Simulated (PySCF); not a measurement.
Compound: C₆H₉F.
SMILES: `C=C(C)/C=C/CF`

Torsions of this conformer, `[CH2:1]=[C:2]([CH3:3])/[CH:4]=[CH:5]/[CH2:6][F:7]`: C1–C2–C4–C5 180°, C4–C5–C6–F7 0°.

The closed-shell ground state was solved at several levels (PySCF, density fitting, gas phase, non-relativistic). The structure is a single PBE0-D3(BJ)/def2-SVP conformer in the gas phase; no vibrational or solvent corrections.

```csv
level,basis functions,HOMO (eV),LUMO (eV),gap (eV),dipole (D)
B3LYP/pcJ-1,279,-6.37,-0.94,5.43,1.93
wB97X-D/def2-SVPD,215,-8.37,0.92,9.29,1.97
B97-2/pcSseg-1,164,-6.35,-0.80,5.55,1.94
```

(1) Estimate the row for PBE0/pcSseg-1, a basis of 164 functions; the other rows only guide the guess.

(2) Over all these levels, which gives the widest orbital gap and which the narrowest?

(3) How far do the dipole and the HOMO energy spread over the levels?

Results:

(1) HOMO -6.59 eV, LUMO -0.75 eV, gap 5.84 eV, dipole 1.95 D.

(2) wB97X-D/def2-SVPD (range-separated hybrid) has the widest, 9.29 eV, and B3LYP/pcJ-1 (global hybrid, 20 % exact exchange) the narrowest, 5.43 eV. Functional and basis both differ between the two, so the spread mixes both effects.

(3) The dipole runs from 1.93 to 1.97 D (mean 1.95 D) and the HOMO from -8.37 to -6.35 eV.
